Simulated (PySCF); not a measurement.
Compound: C6H11O2 (doublet state).
Atom-mapped SMILES: `[CH2:1][C:2](=[O:3])[O:4][CH2:5][CH:6]([CH3:7])[CH3:8]` (hydrogens: H9, H10 on C1; H11, H12 on C5; H13 on C6; H14, H15, H16 on C7; H17, H18, H19 on C8)

Geometry (GFN2-xTB, Å), atoms numbered from 1 in this order:
```
atom  x, y, z in Å
C1     3.4164   -0.1889   -0.4952
C2     2.0908   -0.7090   -0.5693
O3     1.6877   -1.4891   -1.4142
O4     1.3205   -0.2332    0.4403
C5    -0.0326   -0.6564    0.4985
C6    -0.9917    0.5004    0.1861
C7    -0.8978    0.8925   -1.2854
C8    -2.4155    0.0904    0.5499
H9     3.6811    0.4982    0.2858
H10    4.1437   -0.4953   -1.2228
H11   -0.1993   -1.0163    1.5188
H12   -0.1823   -1.4769   -0.2115
H13   -0.6930    1.3552    0.8025
H14   -1.5539    1.7340   -1.4952
H15    0.1192    1.1778   -1.5447
H16   -1.1905    0.0578   -1.9182
H17   -2.4947   -0.1331    1.6113
H18   -3.1086    0.8939    0.3142
H19   -2.7094   -0.7927   -0.0129
```

The hyperfine couplings belong to this conformer and change with its torsions.

Computed, not measured: PySCF 2.14.0, UKS B3LYP, pcH-1 on C H O, non-relativistic, mean-field spin-orbit, GIAO. Geometry: GFN2-xTB, one conformer, isolated molecule. A GFN2-xTB geometry isn't a minimum of the functional, and hyperfine couplings can be far from their values at a DFT geometry. The SCF solution wasn't tested for stability.

The isotropic 13C couplings are +74.4, -43.7, +3.0, -2.3 MHz. Assign them to C1; C2; C5; C6.

```tsv
site	a_iso (MHz)	ρ(0) (bohr⁻³)	position	distance from C1 (Å)	spin population	largest |T| (MHz)
C1	+74.4	+0.0662	largest spin population	0.00	+0.96	145.2
C2	-43.7	-0.0389	1 bond from C1	1.43	-0.09	9.3
C5	-2.3	-0.0020	3 bonds from C1	3.62	0.00	0.6
C6	+3.0	+0.0026	4 bonds from C1	4.51	0.00	1.2
```

Match the computed a_iso(17O) values -11.8, +1.0 MHz with the sites O3; O4.

```json
{"site": "O3", "a_iso (MHz)": "-11.8", "ρ(0) (bohr⁻³)": "+0.0195", "position": "2 bonds from C1", "distance from C1 (Å)": "2.35", "spin population": "+0.18", "largest |T| (MHz)": "56.2"}
{"site": "O4", "a_iso (MHz)": "+1.0", "ρ(0) (bohr⁻³)": "-0.0017", "position": "2 bonds from C1", "distance from C1 (Å)": "2.30", "spin population": "+0.03", "largest |T| (MHz)": "11.4"}
```

ρ(0) is the spin density at the nucleus and T the dipolar tensor; entries for several nuclei are means. The largest Mulliken spin populations are on C1 (+0.96), O3 (+0.18) and C2 (-0.09). The positive populations add up to 1.17 and the negative ones to -0.17, together 2S = 1. The angles at C1 add up to 360.0°, so it is planar; its axial dipolar tensor and the negative couplings of its protons fit spin in a p orbital normal to that plane.

Examples of negative spin density at the nucleus (bohr⁻³): C2 (-0.0389), H10 (-0.0130) and H9 (-0.0129).

Class means assume fast exchange of nuclei equivalent by connectivity; if that motion is slow, each nucleus keeps its own coupling. H9 and H10 aren't averaged: C1 is flat or nearly so (angle sum 360°), and its turn about the short C1–C2 bond (1.43 Å) is taken as slow. The 1H value of +3.5 MHz is a mean of couplings from 0.5 to 6.5 MHz in this one geometry, not an average over conformers.
